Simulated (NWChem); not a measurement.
Species: BICl2; SMILES ClB(Cl)I

Results from NWChem. Structure relaxed at the PBE0/def2-SVP level. def2 effective core potentials on I; no spin-orbit coupling. B3LYP is NWChem's, with the RPA form of VWN correlation. Vertical excitations in the gas phase; the lowest state need not have the same character in each row.

For level B3LYP/def2-SVP, full TDDFT:

```yaml
lowest excitation, singlet (eV): 4.48
lowest state with f > 0.02, singlet (eV): 5.37
lowest triplet (eV): 4.34
orbital gap (eV): 5.60
```

Q: How do the values read with level PBE/def2-SVP, full TDDFT instead?

A: 
- lowest excitation, singlet (eV) = 4.03
- lowest state with f > 0.02, singlet (eV) = 5.01
- lowest triplet (eV) = 3.89
- orbital gap (eV) = 3.96
